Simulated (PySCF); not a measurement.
Geometry:
| atom | x (Å) | y (Å) | z (Å) |
| --- | --- | --- | --- |
| C1 | 2.549 | 0.907 | 1.334 |
| Si2 | 1.754 | 1.418 | -0.318 |
| Si3 | 0.422 | -0.277 | -1.163 |
| C4 | -0.989 | -0.752 | 0.045 |
| C5 | -1.860 | -1.870 | -0.520 |
| C6 | -1.851 | 0.459 | 0.386 |
| H7 | 1.798 | 0.726 | 2.098 |
| H8 | 3.128 | -0.006 | 1.221 |
| H9 | 3.219 | 1.675 | 1.710 |
| H10 | 1.036 | 2.680 | -0.078 |
| H11 | 2.846 | 1.758 | -1.241 |
| H12 | 1.169 | -1.517 | -1.436 |
| H13 | -0.216 | 0.085 | -2.439 |
| H14 | -0.545 | -1.120 | 0.978 |
| H15 | -1.264 | -2.752 | -0.746 |
| H16 | -2.347 | -1.545 | -1.437 |
| H17 | -2.634 | -2.155 | 0.192 |
| H18 | -1.260 | 1.244 | 0.855 |
| H19 | -2.653 | 0.184 | 1.071 |
| H20 | -2.306 | 0.868 | -0.515 |

Geometry: GFN2-xTB; GIAO shifts from PySCF 2.14.0 with density-fitted response routines, gas phase, non-relativistic, averaged over equivalent atoms.

At PBE0/pcseg-1 (162 basis functions, 16 s wall time on 1 thread of an Arm Neoverse V2, shared host):
```json
{"atoms": "C5/C6", "δ (ppm)": "25.0"}
{"atoms": "C4", "δ (ppm)": "16.8"}
{"atoms": "C1", "δ (ppm)": "-8.7"}
{"atoms": "Si3", "δ (ppm)": "-58.9"}
{"atoms": "Si2", "δ (ppm)": "-86.7"}
{"atoms": "H10/H11", "δ (ppm)": "3.89"}
{"atoms": "H12/H13", "δ (ppm)": "3.70"}
{"atoms": "H15/H16/H17/H18/H19/H20", "δ (ppm)": "1.24"}
{"atoms": "H14", "δ (ppm)": "1.10"}
{"atoms": "H7/H8/H9", "δ (ppm)": "0.29"}
```

Referencing at the same level of theory: TMS for 13C (σref 196.96), 29Si (σref 340.53), 1H (σref 31.87).

Question: Estimate the result of repeating the calculation with PBE0/pcSseg-1.

Answer: 
```tsv
atoms	δ at PBE0/pcSseg-1	change
C5/C6	23.8	-1.2
C4	14.7	-2.1
C1	-10.0	-1.3
Si3	-59.4	-0.5
Si2	-83.0	+3.7
H10/H11	3.93	+0.04
H12/H13	3.69	-0.01
H15/H16/H17/H18/H19/H20	1.19	-0.05
H14	1.05	-0.05
H7/H8/H9	0.19	-0.10
```

δ = σ(ref) − σ, references computed at the same level: TMS for 13C (σ = 186.93 ppm) and 29Si (σ = 349.16 ppm) and 1H (σ = 31.72 ppm).

The largest change is at Si2 (silicon bonded to C, Si, 2 H). Cost: 186 basis functions, about 110 core-seconds. The order of the carbon signals is the same at both levels.
